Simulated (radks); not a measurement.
Values are calculated unless marked as measured or tabulated.
How relativity changes the ionisation of the gold ion Au3+ ([Xe] 4f14 5d8) to Au4+ ([Xe] 4f14 5d7). Spin-unpolarised spherical Kohn-Sham, BLYP, point nucleus unless stated (finite: rms radius 5.4371 fm), a radial shooting solver on a logarithmic mesh with Libxc functionals. A level marked "c x" has the speed of light scaled by that factor and shares open shells by 2j + 1; other Dirac levels either fill j = l - 1/2 first or share by 2j + 1.

| level | E(Au3+) (hartree) | E(Au4+) (hartree) | IE (eV) | HOMO | <r> HOMO (bohr) |
|---|---|---|---|---|---|
| non-rel. | -17867.6267 | -17865.8374 | 48.689 | 5d | 1.419 |
| scalar-rel. | -19010.5196 | -19008.7714 | 47.570 | 5d | 1.439 |
| scalar-rel., finite nucleus | -19006.2650 | -19004.5168 | 47.571 | 5d | 1.439 |
| Dirac, 2j+1 shares | -19046.7606 | -19045.0130 | 47.552 | 5d5/2 | 1.459 |
| Dirac, low j first | -19046.8147 | -19045.1008 | 46.640 | 5d5/2 | 1.461 |
| Dirac, 2j+1 shares, finite nucleus | -19042.4571 | -19040.7095 | 47.554 | 5d5/2 | 1.459 |
| Dirac, c x 1.25 | -18570.9827 | -18569.2205 | 47.951 | 5d5/2 | 1.444 |
| Dirac, c x 2 | -18124.4000 | -18122.6214 | 48.397 | 5d5/2 | 1.429 |
| Dirac, c x 100 | -17867.7254 | -17865.9361 | 48.689 | 5d5/2 | 1.419 |

NIST Atomic Spectra Database: 45 eV (theoretical). The relativistic part of the total energy of Au3+ is -1175 hartree (Dirac, 2j+1 shares, finite nucleus), 6.6 % of the non-relativistic value. Spin polarisation and multiplet splitting of open shells are left out at every level.

Beside tabulated values, note that relativity, absent from the non-relativistic runs, is large for the heavy elements, and spin-unpolarised runs miss the spin-polarisation part of the exchange energy of open shells.
